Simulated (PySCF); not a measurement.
## Structure revision by computed shifts

A compound C$_{7}$H$_{11}$FO gives the data below (simulated from a calculation) and was assigned the structure `CC1(C)C[C@]1(C)C(=O)F`.

¹³C{¹H} NMR (computed): δ 160.8 (C), 41.5 (CH), 31.1 (CH2, 2C), 30.5 (CH2), 27.2 (CH2, 2C).

¹H NMR (500 MHz, computed): δ 2.57 (m, 1H), 2.18 (m, 2H), 1.68 (m, 1H), 1.53 (m, 2H), 1.48 (m, 2H), 1.39 (m, 2H), 1.24 (m, 1H).

Single conformer, averaged over atoms made equivalent by symmetry, fast rotation or ring inversion, gas phase, non-relativistic. σ from GIAO-KT3/pcSseg-1; PBE0-D3(BJ)/def2-SVP geometry; PySCF 2.14.

Chemical shifts δ = σref − σ; ¹H, ¹³C vs TMS, all at this level.

**Question.** Compare with the shifts computed for the proposed structure, pairing carbons in order of shift.

**Answer.** Atom-mapped SMILES (the numbers label the heavy atoms): `[CH3:1][C:2]1([CH3:3])[CH2:4][C@:5]1([CH3:6])[C:7](=[O:8])[F:9]` (H(Xn): hydrogen on atom n).

| atom | computed for proposal | given list | difference |
| --- | --- | --- | --- |
| C7 | 160.5 | 160.8 | -0.3 |
| C2 | 31.8 | 41.5 | -9.7 |
| C4 | 31.3 | 31.1 | +0.2 |
| C5 | 28.5 | 31.1 | -2.6 |
| C3 | 23.4 | 30.5 | -7.1 |
| C1 | 21.2 | 27.2 | -6.0 |
| C6 | 17.5 | 27.2 | -9.7 |

The rms difference is 6.3 ppm and the largest -9.7 ppm at C2 (three-membered-ring carbon). The proposal also would give 7 carbon signals, not 5. The carbon types in order of shift don't match either: C, C, CH2, C, CH3, CH3, CH3 for the proposal against C, CH, CH2, CH2, CH2, CH2, CH2 in the data. The proposal doesn't fit.

**Question.** Which isomer fits?

**Answer.** `C1C(C(=O)F)CCCC1`.

1. Carbon types of the structure: 1 × C, 1 × CH, 5 × CH2, which accounts for all hydrogens.
2. δC 160.8: carbonyl carbon.
3. δC 41.5: sp3 CH α to a carbonyl; α to the electron-withdrawing carbonyl group.
4. δC 31.1, 30.5, 27.2: sp3 CH2 in a ring; saturated and bonded to C and H only.
5. δH 2.57: hydrogen on an sp3 CH α to a carbonyl; α to C=O.

The shifts were computed for this structure.

Splittings by ¹⁹F in the carbon and heteronuclear signals aren't shown, as no couplings were computed. Shifts are as computed, not scaled to solution data. Of 1211 compounds with measured shifts, 218 miss one by over three times the rms of a fit or turn the order of signals round; such compounds aren't used in these exercises. Multiplicities follow the n + 1 count of equivalent neighbours, as no J values were calculated; m marks all less simple cases, F and P coupling included.
